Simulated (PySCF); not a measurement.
# Diatomic anions of H with the fifth-period p block

MP2 with double-zeta basis sets in PySCF, for the lowest determinant that a PBE0 search found; no spin–orbit coupling. De refers to high-spin ground-configuration atoms (the charge goes to the atom of lower measured ionisation energy or higher electron affinity, which is not always the lowest computed limit).

| M | basis | reference, frozen orbitals | charged atom | state (unpaired electrons) | Re (Å) | ωe (cm⁻¹) | De (eV) |
| --- | --- | --- | --- | --- | --- | --- | --- |
| Sn | aug-cc-pVDZ-PP/aug-cc-pVDZ | UHF, 4 | Sn− | triplet (π ↑↑) | 1.805 | 1559 | 2.21 |
| Sb | aug-cc-pVDZ-PP/aug-cc-pVDZ | UHF, 4 | Sb− | doublet (π ↑) | 1.728 | 1865 | n/a |
| Te | aug-cc-pVDZ-PP/aug-cc-pVDZ | RHF, 4 | Te− | singlet (closed shell) | 1.663 | 2130 | n/a |

The shortest bond is that of TeH⁻ (1.663 Å), the longest that of SnH⁻ (1.805 Å).

The state changes along the series, so neighbouring rows are not always alike in their bonding.

Correlated steps freeze 4 core orbitals. Correlated levels converge slowly with the basis: in double zeta they bind strong bonds too weakly, by up to about 1 eV, and carry superposition errors of some tenths. These are scalar-relativistic numbers at best; spin–orbit coupling would shift them, the dissociation energy most. For an ion De counts to the pair picked by the measured ionisation energies or electron affinities, which need not be the lowest pair at this level. States were picked by a PBE0 search and need not be the measured ground states.
